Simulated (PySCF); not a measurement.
# Structure from 2D NMR

Compound of formula C6H11ClO2Si. Correlations simulated from computed shifts and the bond graph:

HSQC (one-bond C–H):
```
  δH    δC
3.90  77.6
3.78  67.1
3.52  67.1
3.41  77.6
3.13  85.5
0.70  16.9
0.61   5.8
0.44   3.6
0.39   5.8
0.04   3.6
```

COSY cross peaks (H two or three bonds apart, from the bond graph; peaks can be absent where the dihedral angle is near 90°):
```
  δH    δH
5.42  3.78
5.42  3.52
3.90  3.41
3.90  3.13
3.78  3.52
3.41  3.13
3.13  0.70
0.70  0.61
0.70  0.44
0.70  0.39
0.70  0.04
0.61  0.44
0.61  0.39
0.61  0.04
0.44  0.39
0.44  0.04
0.39  0.04
```

HMBC (two and three bonds, from the bond graph):
```
  δH                    δC
5.42            85.5, 67.1
3.90      85.5, 67.1, 16.9
3.78                  77.6
3.52                  77.6
3.41      85.5, 67.1, 16.9
3.13  77.6, 16.9, 5.8, 3.6
0.70  85.5, 77.6, 5.8, 3.6
0.61       85.5, 16.9, 3.6
0.44       85.5, 16.9, 5.8
0.39       85.5, 16.9, 3.6
0.04       85.5, 16.9, 5.8
```

Level of theory: GFN2-xTB geometry, GIAO PBE0/pcSseg-1 shieldings, in PySCF 2.14.0 with density-fitted response routines (in vacuum, relativity neglected, one conformer).

Shifts are taken against calculated references (same method and geometry level): ¹H (31.72 ppm) and ¹³C (186.93 ppm) against TMS.

Exchangeable hydrogens are left out of these lists.

Which molecule is this?

Results:

SMILES C1([C@H]2COC[Si@@H](Cl)O2)CC1.

Mapped SMILES: `[Cl:1][Si@@H:2]1[CH2:3][O:4][CH2:5][C@H:6]([CH:7]2[CH2:8][CH2:9]2)[O:10]1`; H(Xn) means a hydrogen on atom n. Ha(C8), Ha(C9) are cis to C6 on the ring; Ha(C3), Ha(C5) are cis to Cl1 on the ring; Hb(C8), Hb(C9) are trans to C6 on the ring; Hb(C3), Hb(C5) are trans to Cl1 on the ring.

1. δC 85.5 is C6, an sp3 CH bonded to O (δH 3.13).
2. δC 77.6 is C5, an sp3 CH2 bonded to O (δH 3.41, 3.90).
3. δC 67.1 is C3, an sp3 CH2 bonded to O and Si (δH 3.78, 3.52).
4. δC 16.9 is C7, a three-membered-ring carbon (δH 0.70).
5. δC 5.8 is C9, a three-membered-ring carbon (δH 0.39, 0.61).
6. δC 3.6 is C8, a three-membered-ring carbon (δH 0.04, 0.44).
7. COSY links 5.42–3.78, 5.42–3.52, 3.90–3.41, 3.90–3.13, 3.78–3.52, 3.41–3.13.

The shifts were computed for this structure.

Shifts are as computed. Against solution values, carbons near 30 ppm lie about +3 ppm off and those near 130 ppm about +5 ppm. Of 1211 compounds with measured shifts, 218 miss one by over three times the rms of a fit or turn the order of signals round; such compounds aren't used in these exercises.
